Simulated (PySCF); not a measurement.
Computed structure and properties of [TaBr6]−

System: [TaBr6]− (singlet); start: template (Oh). Method: PySCF 2.14.0, RKS BP86, Ta def2-SVP with ECP60, Br def2-SVP; non-relativistic Hamiltonian with scalar-relativistic core potentials where named; density fitting; no spin-orbit coupling.

Input of the relaxation:

```python
mol = gto.M(atom='''
Ta    -0.00000    -0.00000     0.00000
Br    -0.00000     0.00000     2.43660
Br     0.00000    -0.00000    -2.43660
Br     2.43660    -0.00000     0.00000
Br     0.00000     2.43660    -0.00000
Br    -2.43660     0.00000    -0.00000
Br    -0.00000    -2.43660     0.00000''',
    basis={'Ta': 'def2-SVP', 'Br': 'def2-SVP'},
    ecp={'Ta': 'def2-SVP'},
    charge=-1, spin=0)
mf = dft.RKS(mol, xc='B88,P86')
mf.grids.atom_grid = (50, 194)
mf = mf.density_fit()  # fitting sets: Ta def2-universal-JKFIT, Br def2-universal-JKFIT
mf.conv_tol = 1e-08; mf.max_cycle = 55
mf.kernel(dm0)  # dm0: converged density of the start geometry
# quasi-Newton relaxation in Cartesian coordinates to a largest gradient under 0.00045 Eh/bohr, steps kept in the point group
```

Run from Python with OMP_NUM_THREADS=4; the lines above give its settings. Where DIIS fails, smearing, a level shift and second-order steps follow.
It took 56 s on 4 threads of Arm Neoverse V2 (shared host), from the converged density of the start.

Course of the relaxation:

| step | energy above end (eV) | largest force component within the symmetry (eV/Å) |
| --- | --- | --- |
| 0 | 0.7299 | 2.108 |
| 1 | 0.2013 | 1.030 |
| 2 | 0.0112 | 0.228 |
| 3 | 0.0002 | 0.027 |
| 4 | 0.0000 | 0.001 |

Relaxed geometry (Oh):

```xyz
7

Ta    0.0000    0.0000    0.0000
Br    0.0000    0.0000    2.5609
Br    0.0000    0.0000   -2.5609
Br    2.5609    0.0000    0.0000
Br    0.0000    2.5609    0.0000
Br   -2.5609    0.0000    0.0000
Br    0.0000   -2.5609    0.0000
```

| contact | Å |
| --- | --- |
| Ta1–Br2 (Br) | 2.561 |
| Ta1–Br3 (Br) | 2.561 |
| Ta1–Br4 (Br) | 2.561 |
| Ta1–Br5 (Br) | 2.561 |
| Ta1–Br6 (Br) | 2.561 |
| Ta1–Br7 (Br) | 2.561 |

On the finer grid (75, 302):

```json
{"HOMO": "-2.80 eV", "LUMO": "-0.46 eV", "Dipole about the centre of mass": "0.00 D", "Set of Mulliken populations of Ta1 outside the core potential": "s 2.62, p 6.57, d 3.24, f 0.11", "D3(BJ) dispersion energy (not in the energies)": "-1.206 eV"}
```

```csv
atom,Mulliken (e),Löwdin (e),spin (e)
Ta1,0.46,-1.31,0.00
Br2,-0.24,0.05,0.00
Br3,-0.24,0.05,0.00
Br4,-0.24,0.05,0.00
Br5,-0.24,0.05,0.00
Br6,-0.24,0.05,0.00
Br7,-0.24,0.05,0.00
```

On the grid (50, 194), as all that follows. Harmonic modes: a minimum within the noise of the softest modes; lowest 52 cm⁻¹ (negative: unstable), highest 219 cm⁻¹, zero-point energy 0.123 eV.

Taking off one Br (charge -1, singlet; the rest: singlet) in vacuum, both parts rigid, costs 3.88 eV; the small basis without counterpoise inflates it.

Rigid scan of Br along the line from its metal:

(distance to Br2 (Å), energy (eV)): (2.26, 0.630), (2.36, 0.241), (2.46, 0.053), (2.56, 0.000), (2.66, 0.040), (2.76, 0.138), (2.96, 0.431), (3.26, 0.937), (3.66, 1.537)

One start shape was tried, so this needn't be the lowest isomer.

No other spin state of this charge was computed.
